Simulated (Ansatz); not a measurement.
CH2AlClN2 from Hartree–Fock to CCSD(T)

```csv
atom,x (Å),y (Å),z (Å)
Cl1,-2.3545,-0.4965,2.1078
Al2,-0.9931,-0.0558,0.6096
N3,-0.7652,0.7741,-1.0104
C4,0.4457,0.3521,-0.8665
N5,0.7508,-0.3737,0.2906
H6,1.2439,0.5306,-1.5979
H7,1.6724,-0.7308,0.4669
```

The species carries charge 0 and has multiplicity 1. All single points use the PBE0-D4/def2-TZVP geometry. Frozen core, restricted reference, Ansatz 0.2.0. CBS rows extrapolate triple and quadruple zeta; past MP2 they add the triple-zeta difference.

```csv
basis,HF (Eh),MP2 corr.,CCSD corr.,(T),CCSD(T) total
def2-SVP,-849.08744,?,?,?,?
def2-TZVPP,-849.51006,-0.81023,-0.83386,-0.04045,-850.38437
def2-QZVPP,-849.53670,-0.87420,–,–,–
CBS(def2),?,-0.92159,-0.94523,as TZ,?
```

Question: Fill in the withheld values. (An estimate is asked.)

Answer: The calculation gave: def2-SVP MP2 corr.: -0.63710; def2-SVP CCSD corr.: -0.66512; def2-SVP (T): -0.02318; def2-SVP CCSD(T) total: -849.77574; CBS(def2) HF (Eh): -849.54037; CBS(def2) CCSD(T) total: -850.52605.
